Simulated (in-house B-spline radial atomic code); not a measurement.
Values are calculated unless marked as measured or tabulated.
# Stopping of slow ions oscillates with Z: Rb to Xe at r_s = 3.3

A nucleus sits in a uniform electron gas with a rigid positive background. The Kohn-Sham equations are solved self-consistently in the spin-unpolarised LDA (PW92), non-relativistic, on B-splines with outgoing waves at the boundary and partial waves to l = 8. The model has no lattice, no bands and no magnetic solution. Atomic units; δ_l are the phase shifts at the Fermi level, counted so that each bound state adds π, and good to about 0.0005. A narrow, partly filled d or f resonance in a thin gas would split by spin, so such rows rest on a solution that is probably unstable.

The density parameter is r_s = 3.3 bohr. The friction coefficient Q = n k_F σ_tr gives dE/dx = Q v for slow ions. Some elements are left out of the table, so an extreme may lie at one of them.

```json
{"ion": "Rb", "δ0/π": "3.852", "δ1/π": "2.957", "δ2/π": "1.158", "δ3/π": "-0.001", "σ_tr (bohr²)": "55.56", "Q (a.u.)": "0.2147"}
{"ion": "Sr", "δ0/π": "3.914", "δ1/π": "2.992", "δ2/π": "1.232", "δ3/π": "-0.006", "σ_tr (bohr²)": "88.48", "Q (a.u.)": "0.3418"}
{"ion": "Zr", "δ0/π": "3.962", "δ1/π": "2.994", "δ2/π": "1.429", "δ3/π": "-0.011", "σ_tr (bohr²)": "179.27", "Q (a.u.)": "0.6926"}
{"ion": "Nb", "δ0/π": "3.969", "δ1/π": "2.984", "δ2/π": "1.533", "δ3/π": "-0.011", "σ_tr (bohr²)": "182.10", "Q (a.u.)": "0.7035"}
{"ion": "Mo", "δ0/π": "3.972", "δ1/π": "2.976", "δ2/π": "1.636", "δ3/π": "-0.010", "σ_tr (bohr²)": "146.81", "Q (a.u.)": "0.5672"}
{"ion": "Tc", "δ0/π": "3.976", "δ1/π": "2.972", "δ2/π": "1.735", "δ3/π": "-0.009", "σ_tr (bohr²)": "92.48", "Q (a.u.)": "0.3573"}
{"ion": "Ru", "δ0/π": "3.986", "δ1/π": "2.978", "δ2/π": "1.826", "δ3/π": "-0.007", "σ_tr (bohr²)": "43.76", "Q (a.u.)": "0.1690"}
{"ion": "Rh", "δ0/π": "4.016", "δ1/π": "3.000", "δ2/π": "1.902", "δ3/π": "-0.004", "σ_tr (bohr²)": "16.19", "Q (a.u.)": "0.0626"}
{"ion": "Pd", "δ0/π": "4.082", "δ1/π": "3.051", "δ2/π": "1.954", "δ3/π": "-0.001", "σ_tr (bohr²)": "9.13", "Q (a.u.)": "0.0353"}
{"ion": "Ag", "δ0/π": "4.172", "δ1/π": "3.132", "δ2/π": "1.985", "δ3/π": "0.001", "σ_tr (bohr²)": "15.72", "Q (a.u.)": "0.0607"}
{"ion": "Cd", "δ0/π": "4.259", "δ1/π": "3.236", "δ2/π": "2.003", "δ3/π": "0.002", "σ_tr (bohr²)": "33.27", "Q (a.u.)": "0.1285"}
{"ion": "In", "δ0/π": "4.333", "δ1/π": "3.352", "δ2/π": "2.017", "δ3/π": "0.003", "σ_tr (bohr²)": "56.33", "Q (a.u.)": "0.2176"}
{"ion": "Sn", "δ0/π": "4.398", "δ1/π": "3.469", "δ2/π": "2.031", "δ3/π": "0.005", "σ_tr (bohr²)": "74.13", "Q (a.u.)": "0.2864"}
{"ion": "Sb", "δ0/π": "4.462", "δ1/π": "3.579", "δ2/π": "2.051", "δ3/π": "0.007", "σ_tr (bohr²)": "80.73", "Q (a.u.)": "0.3119"}
{"ion": "Te", "δ0/π": "4.528", "δ1/π": "3.676", "δ2/π": "2.078", "δ3/π": "0.008", "σ_tr (bohr²)": "80.48", "Q (a.u.)": "0.3109"}
{"ion": "I", "δ0/π": "4.598", "δ1/π": "3.757", "δ2/π": "2.117", "δ3/π": "0.007", "σ_tr (bohr²)": "82.26", "Q (a.u.)": "0.3178"}
{"ion": "Xe", "δ0/π": "4.667", "δ1/π": "3.821", "δ2/π": "2.170", "δ3/π": "0.005", "σ_tr (bohr²)": "94.19", "Q (a.u.)": "0.3639"}
```

(1) Where are the largest and smallest frictions, and what do the phase shifts say there?

(2) At equal speed, Lindhard and Scharff's formula, with silicon as an example target, scales as Z^(7/6)/(Z^(2/3) + 14^(2/3))^(3/2). How does its rise from the first ion to the last compare?

Answers

(1) Largest: Nb, Q = 0.7035; smallest: Pd, Q = 0.0353, a ratio of 19.9. For the largest δ2/π = 1.53: the d resonance is about half filled and sits at the Fermi level, where it scatters most. For the smallest the differences δ_l − δ_(l+1), measured from the nearest multiple of π, are 0.03π, 0.10π, 0.04π; σ_tr grows with the sines of these.

(2) It rises smoothly by 1.1654/0.9711 = 1.20, while Q changes by 0.364/0.215 = 1.70. The statistical formula averages over shells, so it can't show the oscillation.
